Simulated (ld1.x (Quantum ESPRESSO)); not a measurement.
**vanadium: one change to an ultrasoft potential, before and after**

ld1.x (Quantum ESPRESSO) 7.5 input, shortened:

```
&input
   title='V', zed=23., rel=1, dft='PW91', iswitch=3,
   config='[Ar] 3d3 4s0 4p0'
 /
 &inputp
   pseudotype=3, tm=.true., lloc=-1, rcloc=1.75,
   nlcc=.false.,
   which_augfun='PSQ', rmatch_augfun_nc=.true.
 /
6
4S  1  0   0.00   0.00  1.70  2.25  0.0
4S  1  0   0.00   1.50  1.70  2.25  0.0
3P  2  1   6.00   0.00  1.35  1.65  0.0
4P  3  1   0.00   0.00  1.35  1.65  0.0
3D  3  2   3.00   0.00  1.05  1.40  0.0
3D  3  2   0.00  -1.10  1.05  1.40  0.0
 &test
   configts(1)='3p6 3d3 4s0 4p0'
 /
```

Change: core correction a·sin(br)/r model core inside 0.72 bohr.

Cutoffs: the cutoffs (Ry, on a coarse ladder) from which the occupation-weighted sum of valence levels, in a spherical-Bessel basis at the reference potential, stays within 10 and 1 mRy of its value at 400 Ry; they do not see the model core or the augmentation charge, which bear on the density cutoff. Errors are all-electron minus pseudo energies relative to the spin-unpolarised reference configuration.

Task: Predict the effect on cutoff, ghosts and configuration errors.

Result: The potential gets neither clearly harder nor softer (50 Ry and 90 Ry → 50 Ry and 90 Ry); of the 7 tests that both files solve, the error grows in 2 and shrinks in 5 by more than 15 % and 0.3 meV (median size 27.7 → 5.0 meV); neither file shows a bound ghost. A model core, the more so a compact one, raises the density cutoff, which this test does not measure.

| quantity | base | changed |
| --- | --- | --- |
| cutoff, loose | 50 Ry | 50 Ry |
| cutoff, tight | 90 Ry | 90 Ry |
| bound ghosts | none | none |
| error for 3p6 3d3 4s2 4p0, meV [ΔE -22.11 eV] | +66 | +8.2 |
| error for 3p6 3d3 4s1 4p0, meV [ΔE -14.32 eV] | +28 | +2.4 |
| error for 3p6 3d2 4s0 4p0, meV [ΔE 29.00 eV] | +1.3 | -35 |
| error for 3p6 3d3 4s0 4p1, meV [ΔE -10.21 eV] | +17 | -0.5 |
| error for 3p6 3d3 4s1.5 4p0, meV [ΔE -18.99 eV] | +48 | +5.0 |
| error for 3p6 3d4 4s0 4p0, meV [ΔE -14.90 eV] | +8.6 | -13 |
| error for 3p6 3d3.5 4s1.5 4p0, meV [ΔE -22.06 eV] | +49 | +2.1 |
| s: phases at 2.45 bohr within 0.05 rad from the reference energy up to (Ry; the scan ends near 5) | -0.7 | -0.7 |
| p: phases at 2.45 bohr within 0.05 rad from the reference energy up to (Ry; the scan ends near 5) | to the end of the scan | to the end of the scan |
| d: phases at 2.45 bohr within 0.05 rad from the reference energy up to (Ry; the scan ends near 5) | to the end of the scan | to the end of the scan |
| lowest overlap eigenvalue by channel | s 0.60, p 0.15, d 0.86 | s 0.60, p 0.15, d 0.86 |
